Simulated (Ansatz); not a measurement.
`O[C]1([SiH3])[AlH][Te]1`. Total charge 0; spin multiplicity 1. Correlated methods include outer-core shells of Te, which these sets cover unevenly. Te: def2 effective core potential.

| atom | x (Å) | y (Å) | z (Å) |
| --- | --- | --- | --- |
| O1 | -0.215 | 1.698 | 0.609 |
| C2 | 0.086 | 0.493 | 0.031 |
| Si3 | -0.970 | -0.891 | 0.732 |
| Al4 | 1.613 | 0.019 | -1.093 |
| Te5 | -0.422 | 0.377 | -2.366 |
| H6 | 0.402 | 2.380 | 0.325 |
| H7 | -0.769 | -0.950 | 2.209 |
| H8 | -0.472 | -2.159 | 0.135 |
| H9 | -2.420 | -0.731 | 0.454 |
| H10 | 3.166 | -0.236 | -1.035 |

Problem. Give the diagnostics of a CCSD(T)/def2-TZVPP run (frozen core, Ansatz). (Best estimate.)

Solution. Computed: T1 = 0.0154, largest single amplitude 0.040, largest double 0.052, (T) share of the correlation energy 3.8 %, 12 CCSD cycles. The RHF solution is unstable towards an unrestricted one. T1 lies under the customary mark of 0.02 for closed shells.
